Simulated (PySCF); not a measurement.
Computed with PySCF with B3LYP-D3(BJ)/def2-TZVP // PBE0-D4/def2-SVP. Isolated molecules, 0 K electronic values unless said otherwise. One relaxed conformer stands for a flexible species; it need not be the lowest. B3LYP has the VWN-RPA correlation part, as in Gaussian. Excitations are Tamm–Dancoff values on a coarser integration grid. The basis has no diffuse functions, so Rydberg states are missing or too high.

Reference species (SMILES): `[NH2][GeH2][GeH2][CH]=O` (neutral, multiplicity 1).

| Item | Value |
|---|---|
| HOMO–LUMO gap | 4.90 eV |
| T1 excitation (TDA) | 2.65 eV |
| HOMO | -6.71 eV |

Changed species: `[NH2][GeH2][CH]=O` (n = 1; the reference has n = 2).

Task: What does the change do to the HOMO–LUMO gap, T1 excitation (TDA) and HOMO?

Result: the HOMO–LUMO gap drops by 0.03 eV, to 4.87 eV; the T1 excitation (TDA) drops by 0.05 eV, to 2.60 eV; the HOMO increases by 0.15 eV, to -6.56 eV.
